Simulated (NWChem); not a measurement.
# A calculation on F$_{3}$Ga

```xyz
4

Ga     0.0000     0.0000     0.0000
F      0.0000     0.0000     1.7333
F     -1.5011     0.0000    -0.8666
F      1.5011     0.0000    -0.8666
```
Charge 0, spin multiplicity 1.

The numbers come from NWChem runs, not from measurements. All single points use one geometry, from B3LYP/def2-SVP, a minimum by its harmonic frequencies.

Symmetry labels belong to the abelian group C2v used in the runs, with the axes of the coordinates shown; states degenerate in a higher group split over its labels.

The Hamiltonian is non-relativistic. The structure started from a generated list of species.

Question: List the lowest 3 singlet excitations that CIS/def2-SVP gives, with oscillator strengths.

Answer: 
```json
[
 {"state": "1", "symmetry": "b1", "energy (eV)": "10.26", "wavelength (nm)": "121", "f": "0.000"},
 {"state": "2", "symmetry": "a2", "energy (eV)": "10.36", "wavelength (nm)": "120", "f": "0.000"},
 {"state": "3", "symmetry": "b2", "energy (eV)": "10.36", "wavelength (nm)": "120", "f": "0.000"}
]
```
